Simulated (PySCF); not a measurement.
CH2F (SMILES [CH2]F), doublet, geometry from GFN2-xTB. Base run: TPSS/aug-cc-pVDZ in PySCF.

PySCF was given this input:
```python
from pyscf import gto, scf, dft

mol = gto.Mole()
mol.atom = '''
    C    -0.64566325    0.05423353    0.06571365
    F     0.67813264   -0.05693569   -0.03196981
    H    -1.19444638   -0.85777853   -0.05263065
    H    -1.03476786    1.04479852   -0.05392294
'''
mol.basis = 'aug-cc-pvdz'
mol.spin = 1
mol.verbose = 4
mol.build()

mf = dft.UKS(mol)
mf.xc = 'tpss'
mf.kernel()
```

The base run was repeated with changes; each row names its change, and settings that it needs were set with it.

```csv
change,ΔE vs base (µEh),fitting functions,dipole (D)
base,0.0,-,1.19
auxbasis = cc-pvdz-jkfit,-77.6,186,1.19
auxbasis = even-tempered beta=2.0,-4.6,410,1.19
auxbasis = cc-pvtz-jkfit,-51.7,218,1.19
auxbasis = default (with mf = mf.density_fit()),-52.7,236,1.19
auxbasis = cc-pvtz-ri,-177,222,1.19
auxbasis = def2-svp-ri,-6592,124,1.19
auxbasis = autoaux,-13.7,380,1.19
auxbasis = def2-universal-jfit,-101,120,1.19
auxbasis = even-tempered beta=3.0,-97.0,276,1.19
```

A fitting set is made for a task (jfit for Coulomb, jkfit for Coulomb and exchange, ri for correlation) and for a family of orbital bases.

Open shells are given as the SCF converged; they aren't shown to be the lowest states, and a large step between rows can be another state.
